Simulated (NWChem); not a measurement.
All runs are NWChem calculations. System: hexanethiol (C6H14S), charge 0, spin multiplicity 1, at a geometry optimised with PBE0/def2-SVP. Level: MP2/def2-SVP, 11 core orbitals frozen.

The NWChem input:

```
start mol
memory heap 200 mb stack 900 mb global 1100 mb
geometry units angstroms nocenter noautoz
  C      4.297191    -0.584153     0.000000
  C      2.888610    -1.157268     0.000000
  C      1.798932    -0.092498     0.000000
  C      0.385333    -0.659498     0.000000
  C     -0.698417     0.411613     0.000000
  C     -2.103586    -0.169135     0.000000
  S     -3.325069     1.186111     0.000000
  H      4.473823     0.045076    -0.887380
  H      5.059332    -1.378275     0.000000
  H      4.473823     0.045076     0.887380
  H      2.754882    -1.811729    -0.879837
  H      2.754882    -1.811729     0.879837
  H      1.929146     0.563182    -0.880415
  H      1.929146     0.563182     0.880415
  H      0.254255    -1.313715    -0.881173
  H      0.254255    -1.313715     0.881173
  H     -0.575851     1.064209    -0.882301
  H     -0.575851     1.064209     0.882301
  H     -2.254791    -0.799076     0.890878
  H     -2.254791    -0.799076    -0.890878
  H     -4.429540     0.410246     0.000000
  symmetry group Cs
end
basis spherical
  * library def2-svp
end
scf
  rhf
  nopen 0
  maxiter 100
  thresh 1e-7
  semidirect memsize 60000000 filesize 0
end
mp2
  freeze core 11
end
task mp2 energy
```

Part of the output:

```
             Northwest Computational Chemistry Package (NWChem) 7.3.0
             --------------------------------------------------------

                                NWChem Input Module
                                -------------------

 Scaling coordinates for geometry "geometry" by  1.889725989
 (inverse scale =  0.529177249)

 Turning off AUTOSYM since
 SYMMETRY directive was detected!

                             Geometry "geometry" -> ""
                             -------------------------

 Output coordinates in angstroms (scale by  1.889725989 to convert to a.u.)

  No.       Tag          Charge          X              Y              Z
 ---- ---------------- ---------- -------------- -------------- --------------
    1 C                    6.0000     4.29719100    -0.58415300     0.00000000
    2 C                    6.0000     2.88861000    -1.15726800     0.00000000
    3 C                    6.0000     1.79893200    -0.09249800     0.00000000
    4 C                    6.0000     0.38533300    -0.65949800     0.00000000
    5 C                    6.0000    -0.69841700     0.41161300     0.00000000
    6 C                    6.0000    -2.10358600    -0.16913500     0.00000000
    7 S                   16.0000    -3.32506900     1.18611100     0.00000000
    8 H                    1.0000     4.47382300     0.04507600    -0.88738000
    9 H                    1.0000     5.05933200    -1.37827500     0.00000000
   10 H                    1.0000     4.47382300     0.04507600     0.88738000
   11 H                    1.0000     2.75488200    -1.81172900    -0.87983700
   12 H                    1.0000     2.75488200    -1.81172900     0.87983700
   13 H                    1.0000     1.92914600     0.56318200    -0.88041500
   14 H                    1.0000     1.92914600     0.56318200     0.88041500
   15 H                    1.0000     0.25425500    -1.31371500    -0.88117300
   16 H                    1.0000     0.25425500    -1.31371500     0.88117300
   17 H                    1.0000    -0.57585100     1.06420900    -0.88230100
   18 H                    1.0000    -0.57585100     1.06420900     0.88230100
[...]
  Active beta occupied  =     22
  Active alpha virtual  =    139
  Active beta virtual   =    139
  Use MO symmetry       = T
  Use skeleton AO sym   = T

  AO/Fock/Back tols     =   1.0D-09  1.0D-09  1.0D-09

 GA uses MA = F    GA memory limited = T

 Available:
  local mem=  1.26D+08
 global mem=  1.44D+08
 local disk=  0.00D+00
  mp2_memr nvloc                   139
  nvloc new                   139
   1 passes of  22:        3145728                     138330                 125721548.
   1 passes of  22: M    126130679           G      144120032           F     122984951.
  mp2_memr nvloc                   139
  nvloc new                   139
   2 passes of  11:        3145728                      99340                  62886070.
   2 passes of  11: M    126130679           G      144120032           F     122984951.

 Semi-direct pass number   1 of   2  for RHF alpha+beta  at       11.4s
  vrange nnbf                 12087
  mp2_eaftype                   239  avail_ma_in_mb                  1099
 EAF : mp2_eaftype filesize         239   31443035.
  mp2_eaf for mointskh                    239
Node 0 wrote    147.8 Mb in      0.1 s     Agg I/O rate:  1646.8 Mb/s
 Done moints_semi at       26.4s
  mp2_eaftype                   239  avail_ma_in_mb                   860
 EAF : mp2_eaftype filesize         239   31443035.
  mp2_eaf for kh                   239
 Done maket at       27.3s
 Semi-direct pass number   2 of   2  for RHF alpha+beta  at       27.3s
  vrange nnbf                 12087
  mp2_eaftype                   239  avail_ma_in_mb                   860
 EAF : mp2_eaftype filesize         239   31443035.
  mp2_eaf for mointskh                    239
Node 0 wrote    147.8 Mb in      0.1 s     Agg I/O rate:  1127.3 Mb/s
 Done moints_semi at       49.1s
  mp2_eaftype                   239  avail_ma_in_mb                   860
 EAF : mp2_eaftype filesize         239   31443035.
  mp2_eaf for kh                   239
 Done maket at       50.2s
 Done multipass loop at       50.2s

          -------------------------------------------
          SCF energy                -632.602031285069
          Correlation energy          -1.000680065184
          Singlet pairs               -0.660056695485
          Triplet pairs               -0.340623369700
          Total MP2 energy          -633.602711350253
          -------------------------------------------

          ---------------------------------------------------
                    Spin Component Scaled (SCS) MP2
          Same spin pairs                     -0.227082246467
          Same spin scaling factor             0.333333333333
          Opposite spin pairs                 -0.773597818718
          Opposite spin scaling fact.          1.200000000000
          SCS-MP2 correlation energy          -1.004011464617
          Total SCS-MP2 energy              -633.606042749686
          ---------------------------------------------------

 -----------------------
 Performance information
 -----------------------

 Timer overhead =  2.42D-07 seconds/call

               Nr. of calls         CPU time (s)                 Wall time (s)                GFlops
             ---------------    -------------------     ------------------------------   -------------------
Name         Min   Avg   Max    Min     Avg     Max     Min     Avg     Max   Mx/calls   Min     Max     Sum
mp2: moin     2     2     2    37.     37.     37.      37.     37.     37.     18.      0.0     0.0     0.0
mp2: make     2     2     2    2.0     2.0     2.0      2.0     2.0     2.0    0.99      0.0     0.0     0.0
mp2: tota     1     1     1    39.     39.     39.      39.     39.     39.     39.      0.0     0.0     0.0

 The average no. of pstat calls per process was 5.00D+00
 with a timing overhead of 1.21D-06s

 Task  times  cpu:       50.1s     wall:       50.1s

 Total times  cpu:       50.2s     wall:       50.2s
```
